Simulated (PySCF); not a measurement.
C2H4FNSi, SMILES [SiH2]1[C@H](F)N=C1. Coordinates come from a TPSSh-D3(BJ)/def2-SVP optimisation. The structure was generated by enumeration; whether it is a known compound was not checked.

Computed equilibrium geometry at TPSSh-D3(BJ)/def2-SVP (PySCF confirms it by a frequency run) as a Z-matrix:
```
Si
H 1 1.4864
H 1 1.4919 2 109.20
C 1 1.8875 2 114.02 3 140.95
N 4 1.2952 1 97.26 2 101.24
H 4 1.0987 5 120.78 1 176.80
C 5 1.4810 4 103.21 6 -174.64
F 7 1.3721 5 111.83 4 -129.60
H 7 1.1041 8 108.07 5 119.71
```
